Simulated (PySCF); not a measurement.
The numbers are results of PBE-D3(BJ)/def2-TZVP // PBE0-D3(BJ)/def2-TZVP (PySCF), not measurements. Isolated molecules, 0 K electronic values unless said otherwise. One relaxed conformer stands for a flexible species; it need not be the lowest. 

Reference species (SMILES): `[OH][Ga]([OH])[OH]` (neutral, multiplicity 1).

```json
{
 "LUMO": "-1.84 eV",
 "HOMO–LUMO gap": "5.38 eV"
}
```

Changed species: `[OH][Ga]([SiH3])[SiH3]` (H–O–Ga–Si torsion 1°) (2 of 3 OH replaced by SiH3; the reference has 0 of 3 OH replaced by SiH3).

Give the shifts of the LUMO and HOMO–LUMO gap.

the LUMO decreases by 0.81 eV, to -2.65 eV; the HOMO–LUMO gap decreases by 1.83 eV, to 3.55 eV.
